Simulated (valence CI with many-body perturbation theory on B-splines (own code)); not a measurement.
## From CI to CI+MBPT in Ir LXXIII

Computed by valence CI with perturbative core correlation (CI+MBPT): three valence electrons over a frozen Dirac-Fock core [He], radial functions for each j: 11 s, 11 p, 9 d, 7 f, 5 g, 2 h, 1 i, with the one-electron correlation potential Σ1, the two-electron term Σ2, the three-electron term Σ3, Breit, model QED; selected CI, second order for the rest (own B-spline code, finite nucleus).

The last digits are not significant, and no measured levels were compared; by estimate large intervals hold to a few tenths of a per cent, small ones and those within an open d or f shell to about a per cent.

Each rung adds one term. CI alone is the Dirac-Coulomb CI over the frozen core; QED comes last and gives the full result, which names the levels. Energies are above (2s^2 2p1/2) J=1/2 on the same rung, in × 10³ cm⁻¹.

Levels are named by their leading jj configuration (3d3/2^4 stands for four electrons in 3d with j = 3/2), which in mixed levels can hold well under half, so a name can repeat and another be missing. Letters in brackets count levels of one name in rising energy.

| Level | CI alone |
| --- | --- |
| (2s 2p1/2^2) J=1/2 | 2336.4 |
| (2s^2 2p3/2) J=3/2 | 14338 |
| (2s 2p1/2 2p3/2) J=3/2 [a] | 15996 |
| (2s 2p1/2 2p3/2) J=5/2 | 16432 |
| (2s 2p1/2 2p3/2) J=1/2 | 16953 |
| (2s 2p1/2 2p3/2) J=3/2 [b] | 17022 |
| (2p1/2^2 2p3/2) J=3/2 | 19419 |
| (2s 2p3/2^2) J=5/2 | 30529 |
| (2s 2p3/2^2) J=1/2 | 31364 |
| (2s 2p3/2^2) J=3/2 | 31435 |
| (2p1/2 2p3/2^2) J=3/2 | 33334 |
| (2p1/2 2p3/2^2) J=5/2 | 33610 |
| (2p1/2 2p3/2^2) J=1/2 | 33982 |
| (2p3/2^3) J=3/2 | 48032 |
| (2s^2 3s) J=1/2 | 94368 |
| (2s^2 3p1/2) J=1/2 | 95145 |

Q: What do these energies become with core correlation, Breit and QED?

A: (2s 2p1/2^2) J=1/2 2347.1 (+10.64); (2s^2 2p3/2) J=3/2 14162 (-175.62); (2s 2p1/2 2p3/2) J=3/2 [a] 15820 (-175.96); (2s 2p1/2 2p3/2) J=5/2 16155 (-276.38); (2s 2p1/2 2p3/2) J=1/2 16779 (-173.60); (2s 2p1/2 2p3/2) J=3/2 [b] 16795 (-227.64); (2p1/2^2 2p3/2) J=3/2 19222 (-197.41); (2s 2p3/2^2) J=5/2 30125 (-403.79); (2s 2p3/2^2) J=1/2 31058 (-305.33); (2s 2p3/2^2) J=3/2 31063 (-372.26); (2p1/2 2p3/2^2) J=3/2 32959 (-374.59); (2p1/2 2p3/2^2) J=5/2 33142 (-468.68); (2p1/2 2p3/2^2) J=1/2 33638 (-343.91); (2p3/2^3) J=3/2 47487 (-545.46); (2s^2 3s) J=1/2 94148 (-220.29); (2s^2 3p1/2) J=1/2 94920 (-225.41).

Q: How does the ionisation energy move along the ladder, and which term matters most?

A: CI alone 20681, + Σ1 20682, + Σ2 20681, + Σ3 20681, + Breit 20643, + QED 20642 eV. The largest step is Breit, -38 eV. NIST lists 20650 ± 70 eV (theoretical).
